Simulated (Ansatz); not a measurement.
CH₃Cl₂FOSW, SMILES `C[O][W]([F])(=[S])([Cl])[Cl]`. Total charge 0; spin multiplicity 1. Correlated methods include outer-core shells of W, which these sets cover unevenly. W takes the def2 core potential.

```xyz
10

C    -0.302   -1.732   -0.301
O    -0.598   -0.431    0.119
W     0.091    1.261    0.323
F     0.272    0.902    2.146
S    -1.564    2.536    0.118
Cl    1.855    2.689    0.645
Cl    0.932    0.973   -1.810
H     0.328   -2.233    0.439
H     0.224   -1.683   -1.260
H    -1.238   -2.281   -0.419
```

**Question.** Give the diagnostics of a CCSD(T)/def2-TZVPP run (frozen core, the Gaussian-basis code of Ansatz). (Estimate.)

**Answer.** Computed: T1 = 0.0208, largest single amplitude 0.040, largest double 0.051, (T) share of the correlation energy 5.2 %, 15 CCSD cycles. The RHF solution is stable towards an unrestricted one. T1 lies over the customary mark of 0.02 for closed shells; compounds of d metals often pass it without a breakdown.
